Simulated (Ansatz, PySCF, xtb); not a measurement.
Donor–acceptor adduct: GaH3 (SMILES [GaH3]) (first 4 atoms) with PH3 (SMILES P); geometry from B3LYP-D3(BJ)/def2-TZVP.
(charge 0, multiplicity 1):
```json
[
 {"atom": "Ga", "x (Å)": "-0.4614", "y (Å)": "0.4894", "z (Å)": "0.7103"},
 {"atom": "H", "x (Å)": "-1.5394", "y (Å)": "1.4970", "z (Å)": "1.2656"},
 {"atom": "H", "x (Å)": "-0.9507", "y (Å)": "-0.7987", "z (Å)": "-0.0558"},
 {"atom": "H", "x (Å)": "1.0039", "y (Å)": "1.0125", "z (Å)": "0.4553"},
 {"atom": "P", "x (Å)": "0.0332", "y (Å)": "-0.6702", "z (Å)": "2.9505"},
 {"atom": "H", "x (Å)": "0.9857", "y (Å)": "-1.7072", "z (Å)": "2.9942"},
 {"atom": "H", "x (Å)": "0.5228", "y (Å)": "0.0961", "z (Å)": "4.0264"},
 {"atom": "H", "x (Å)": "-1.0098", "y (Å)": "-1.3278", "z (Å)": "3.6320"}
]
```

Counterpoise-corrected where a basis set is named; no monomer relaxation. Rows marked so take none.

Correlated levels freeze the cores. Filled d and f shells under p-block atoms count as core. Rows in 6-31G* carry no dispersion term and start afresh at each structure (6-31G* with six Cartesian d functions); the Pople sets are all-electron and without relativity.

The values were computed with Ansatz (Gaussian orbitals); PySCF for 6-31G* rows, the dispersion terms; xtb for the GFN methods. Each number belongs to the level named beside it.

```
level                            interaction energy (kcal/mol)
-------------------------------  -----------------------------
GFN2-xTB                                                -21.67
HF/6-31G*                                                -9.85
PBE-D3(BJ)/def2-TZVPPD                                  -18.42
BLYP/def2-TZVPPD                                        -12.16
BLYP-D3(BJ)/def2-TZVPPD                                 -15.58
r2SCAN/def2-TZVPPD                                      -18.69
M06-2X/6-31G* (no counterpoise)                         -17.60
CAM-B3LYP-D4/def2-TZVPPD                                   [?]
MP2/def2-SVPD                                              [?]
```

Problem. What belongs in the gaps?

Solution. 
- CAM-B3LYP-D4/def2-TZVPPD, interaction energy (kcal/mol): -16.49
- MP2/def2-SVPD, interaction energy (kcal/mol): -12.79

Ansatz is a first-principles code.
